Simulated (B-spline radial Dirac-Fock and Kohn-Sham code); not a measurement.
Photoionisation of rhodium ions at Ga Kα (9251.7 eV)

The computed values come from a radial atomic solver: a relativistic central-field model (Hartree-Slater potential of the initial state, Latter tail, multipole expansion of the photon field, Dirac-Fock thresholds). Cross sections in kb; a dash marks an empty subshell or a threshold above the photon energy.

| ion | configuration | total | 2s | 2p3/2 | 3p3/2 | 4d3/2 | 4d5/2 |
| --- | --- | --- | --- | --- | --- | --- | --- |
| Rh³⁺ | [Kr] 4d6 | 21.88 | 6.12 | 7.53 | 1.17 | 0.0100 | 0.0138 |
| Rh⁶⁺ | [Kr] 4d3 | 21.92 | 6.12 | 7.53 | 1.18 | 0.00636 | 0.00885 |
| Rh⁷⁺ | [Kr] 4d2 | 21.93 | 6.12 | 7.53 | 1.18 | 0.00457 | 0.00635 |
